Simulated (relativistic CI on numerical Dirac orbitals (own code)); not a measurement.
**One change at a time: Xe51+**

Base calculation: Dirac-Coulomb-Breit CI, KLI orbitals optimised for each configuration, QED by a radiative potential, unscaled Slater integrals.

Configuration list (outside the closed core 1s2): 2s, 2p, 3s, 3p, 3d, 4s, 4p, 4d, 4f, 5s, 5p, 5d, 5f, 5g. Levels of other configurations are missing.

Variants: (1) valence Slater integrals scaled by 0.9; (2) configuration mixing switched off. Shifts of the energy above 2s ²S1/2, in eV, for the lowest level and the first level of each name with at least 55 % of one term (blank where a level changes its place among those of its configuration and J or its character, or is not in the variant):

| Level | Base | Δ(1) | Δ(2) |
| --- | --- | --- | --- |
| 2s ²S1/2 | 0.00 | 0.00 | 0.00 |
| 2p ²P°1/2 | 120.04 | 0.00 | +0.01 |
| 2p ²P°3/2 | 492.58 | 0.00 | -0.01 |
| 3s ²S1/2 | 5517.42 | 0.00 | -0.02 |
| 3p ²P°1/2 | 5550.48 | 0.00 | -0.02 |
| 3p ²P°3/2 | 5661.19 | 0.00 | -0.01 |
| 3d ²D3/2 | 5671.56 | 0.00 | -0.01 |
| 3d ²D5/2 | 5705.15 | 0.00 | -0.01 |
| 4s ²S1/2 | 7419.39 | 0.00 | -0.02 |
| 4p ²P°1/2 | 7432.91 | 0.00 | -0.02 |
| 4p ²P°3/2 | 7479.45 | 0.00 | -0.01 |
| 4d ²D3/2 | 7483.80 | 0.00 | -0.01 |
| 4d ²D5/2 | 7498.01 | 0.00 | -0.01 |
| 4f ²F°5/2 | 7498.22 | 0.00 | -0.01 |

At this charge energies of transitions that change n are usually good to better than 1 %, and those within a shell (Δn = 0) to a few per cent.

Ionisation energy from the two ground configurations alone: base 9809.75 eV. The NIST ASD value (theoretical) is 9810.37 eV.
